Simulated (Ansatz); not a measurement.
C2H6AlB can be A, `B[C](=C)[AlH2]`, or B, `[AlH2][B]1CC1`.

Isolated molecules relaxed with PBE0-D4/def2-TZVP in Ansatz; ΔE leaves out vibrations. CCSD(T)/CBS is the MP2 limit (def2-TZVPP, def2-QZVPP) plus CCSD(T) − MP2 in def2-TZVPP, frozen cores. DFT in def2-TZVPP. B3LYP here is the variant with VWN-RPA as its local correlation; programs differ in this.

Question: Which is lower in electronic energy at CCSD(T)/CBS, and by how much? (Estimate.)

Answer: Computed: A, by 50.3 kJ/mol.

Question: Give E(B) − E(A) in kJ/mol with PBE0-D4, ωB97M-V, B2PLYP, B3LYP-D4, BLYP-D4, B3LYP, CCSD(T)/def2-SVP. (An estimate is asked.)

Answer: Ansatz gave: PBE0-D4 22.5, ωB97M-V 42.6, B2PLYP 53.3, B3LYP-D4 52.8, BLYP-D4 56.6, B3LYP 49.2, CCSD(T)/def2-SVP 47.9. None reverses the order clearly.

Question: Does the order hold for the free energy at 298.15 K (harmonic terms from PBE0-D4)? (Best estimate.)

Answer: The calculation gave: Yes: G(B) − G(A) = +63.3 kJ/mol. Modes under 60 cm⁻¹, often nearly free rotors, make the harmonic entropy too high.

Largest T1 diagnostic: 0.011.

In def2-TZVPP, CCSD(T) changes the Hartree–Fock value by −22.4 kJ/mol (the triples alone add +1.7 kJ/mol) and MP2 by −23.8 kJ/mol. Leaving LDA and LC-ωPBE aside and taking each functional with its dispersion term where it has one, the values, not all of them listed here, spread over 34.6 kJ/mol, from PBE-D4 to BLYP-D4. LDA lies −19.3 kJ/mol from PBE without D4.
